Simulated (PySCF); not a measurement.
Job file and geometry (Å, from GFN2-xTB) of an NMR shielding run on `InChI=1S/C6H4OS/c1-3-7-5-2-4-8-6(1)5/h1-4H`, PySCF 2.14.0, density-fitted response routines, GIAO PBE0/pcSseg-1 NMR shielding, non-relativistic, gas phase; density fitting, a coarse starting grid and PySCF grid level 2 are the driver's defaults:

```
$ OMP_NUM_THREADS=1 python probes_run.py task.json out

{"job": {"kind": "nmr", "xc": "PBE0", "basis": "pcSseg-1"}, "charge": 0, "multiplicity": 1}
C     -1.994131    -0.614982    -0.176765
C     -1.701232     0.633622     0.284040
C     -0.289033     0.700225     0.268475
S      1.030404     1.747962     0.624988
C      2.148991     0.514773     0.130549
C      1.564565    -0.638350    -0.286416
C      0.160325    -0.528362    -0.205886
O     -0.884511    -1.330587    -0.477575
H     -2.936023    -1.102413    -0.332680
H     -2.392660     1.390658     0.588823
H      3.196896     0.732271     0.183250
H      2.097608    -1.505502    -0.626830
```

Problem. What does the program print?

Solution. 
```
coarse grid: 11712 points
cycle   1  E = -703.7805354374  dE =  1.869e+00  |g| = 4.265e-01  |ddm| = 3.782e+00
cycle   2  E = -703.7644794123  dE =  1.606e-02  |g| = 5.221e-01  |ddm| = 7.977e-01
cycle   3  E = -703.8178594954  dE = -5.338e-02  |g| = 9.428e-02  |ddm| = 4.740e-01
cycle   4  E = -703.8193684851  dE = -1.509e-03  |g| = 4.531e-02  |ddm| = 1.242e-01
cycle   5  E = -703.8198493021  dE = -4.808e-04  |g| = 1.154e-02  |ddm| = 5.056e-02
cycle   6  E = -703.8198784322  dE = -2.913e-05  |g| = 4.135e-03  |ddm| = 1.331e-02
cycle   7  E = -703.8198822240  dE = -3.792e-06  |g| = 1.331e-03  |ddm| = 4.471e-03
final grid: 111696 points
cycle   8  E = -703.8800255166  dE = -1.682e-05  |g| = 1.167e-02  |ddm| = 3.580e-02
cycle   9  E = -703.8799882093  dE =  3.731e-05  |g| = 1.789e-02  |ddm| = 2.269e-02
cycle  10  E = -703.8800533627  dE = -6.515e-05  |g| = 1.599e-03  |ddm| = 1.442e-02
cycle  11  E = -703.8800538950  dE = -5.323e-07  |g| = 3.170e-04  |ddm| = 1.581e-03
cycle  12  E = -703.8800539194  dE = -2.435e-08  |g| = 1.415e-04  |ddm| = 5.235e-04
cycle  13  E = -703.8800539244  dE = -5.022e-09  |g| = 3.489e-05  |ddm| = 1.626e-04
cycle  14  E = -703.8800539247  dE = -2.760e-10  |g| = 1.274e-05  |ddm| = 4.214e-05
converged SCF energy = -703.8800539247

GIAO shielding tensors (ppm)
atom      isotropic    diamagn.    paramagn.     s11        s22        s33       span
  0 C       36.850     250.077    -213.226    -35.652     53.350     92.853    128.506
  1 C       74.449     250.365    -175.916     -9.054     69.103    163.298    172.352
  2 C       50.770     267.551    -216.780     -7.636     29.782    130.165    137.801
  3 S      368.047    1055.567    -687.520    209.636    410.991    483.513    273.877
  4 C       54.654     260.267    -205.613    -30.614     59.458    135.118    165.732
  5 C       72.092     250.258    -178.166     -6.909     57.441    165.742    172.651
  6 C       23.072     256.061    -232.989    -27.529     18.946     77.801    105.330
  7 O       68.239     397.557    -329.318    -72.706      4.487    272.936    345.641
  8 H       24.056      29.686      -5.630     20.293     25.449     26.425      6.132
  9 H       24.741      30.901      -6.160     21.656     25.687     26.880      5.224
 10 H       24.602      30.122      -5.520     20.994     24.956     27.856      6.862
 11 H       24.555      29.666      -5.111     20.815     25.016     27.832      7.018
```

Problem. Turn these shieldings into chemical shifts. Scale: TMS for 13C (σ = 186.93 ppm) and 1H (σ = 31.72 ppm); CS2 for 33S (σ = 503.73 ppm); 17O (σ = 336.08 ppm) against H2O (reference shieldings calculated alike).

Solution. Averaging equivalent atoms: C 6: 163.9; C 0: 150.1; C 2: 136.2; C 4: 132.3; C 5: 114.8; C 1: 112.5; S 3: 136; O 7: 267.8; H 8: 7.66; H 11: 7.16; H 10: 7.11; H 9: 6.98 ppm. Unscaled 17O shifts of doubly bonded oxygen tend to come out too high, by tens of ppm or more. Experimental scales use liquid or dissolved standards, which lie at an offset from isolated H2O (liquid H2O: subtract about 36 ppm).

Size and cost of the density-fitted run: 163 basis functions, 30 s wall time on 1 thread of an Arm Neoverse N1, shared host; peak memory 0.75 GiB.
